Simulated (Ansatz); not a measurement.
Basis-set extrapolation for C3H6BF (`B/C(C)=C/F`) (PBE0-D4/def2-TZVP geometry, frozen core, Ansatz). Multiplicity 1, RHF reference.

```tsv
	def2-TZVPP	def2-QZVPP
HF	-241.281476	-241.292395
MP2 correlation	-0.840967	-0.902620
CCSD(T) correlation	-0.914235	not run
```

Energies in hartree. Use E(X) = E(∞) + A·exp(−7.88·√X) for Hartree–Fock and E(X) = E(∞) + B·X^(−2.97) for correlation, with X = 3 and 4, and add CCSD(T) minus MP2 of the smaller set to the MP2 limit.

Q: What is the CCSD(T) energy at the basis-set limit?

A: HF limit: -241.292395 + (-0.010919) × 0.13774 = -241.29390. MP2 limit: -0.902620 + (-0.061653) × 0.74074 = -0.94829. Higher-order term: -0.914235 − (-0.840967) = -0.07327. Total: -242.31546 hartree, 75.1 kcal/mol below CCSD(T)/def2-TZVPP.
